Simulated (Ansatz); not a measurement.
`[Cl][GeH]([Cl])[SeH]` + CH₃OH → `C[O][GeH]([Cl])[SeH]` + HCl  (ligand exchange at a Ge–Cl bond)

Calculated with Ansatz (gas phase, PBE0-D4/def2-TZVP geometries, no zero-point term in ΔE). CCSD(T)/CBS adds triple-zeta CCSD(T) − MP2 to the extrapolated MP2 energy (def2 sets, frozen cores). This one scheme is used for every species. Functionals use def2-TZVPP. B3LYP here is the variant with VWN-RPA as its local correlation; programs differ in this. For Ge, Se outer-core shells are correlated without core-valence functions, which leaves a few kJ/mol of doubt a bond. Scalar relativity is left out up to krypton. One conformer a species, not always the lowest.

Task: Is it downhill or uphill in electronic energy at CCSD(T)/CBS, and by how much? (Best estimate.)

Result: The calculation gave: Uphill: ΔE = +27.0 kJ/mol.

Task: What do these levels give: PBE-D4, r2SCAN-D4, B3LYP-D4, ωB97X-V, ωB97M-V, r2SCAN, MP2/def2-TZVPP, CCSD/def2-TZVPP, CCSD(T)/def2-TZVPP, MP2/def2-QZVPP, HF/CBS(def2), MP2/CBS(def2)? (Estimate.)

Result: Ansatz gave: PBE-D4 32.4, r2SCAN-D4 29.8, B3LYP-D4 29.8, ωB97X-V 28.5, ωB97M-V 30.4, r2SCAN 31.0, MP2/def2-TZVPP 24.9, CCSD/def2-TZVPP 25.2, CCSD(T)/def2-TZVPP 23.2, MP2/def2-QZVPP 27.0, HF/CBS(def2) 37.5, MP2/CBS(def2) 28.7 kJ/mol.

Largest T1 diagnostic among the species: 0.011.

The D4 term adds −5.0 kJ/mol with B3LYP and −3.0 kJ/mol with PBE0; it sums over pairs of atoms, weighted by their polarisabilities, and B3LYP, whose exchange is more repulsive, gets the larger term. In def2-TZVPP, CCSD(T) changes the Hartree–Fock value by −14.6 kJ/mol (the triples alone add −2.0 kJ/mol) and MP2 by −12.8 kJ/mol.
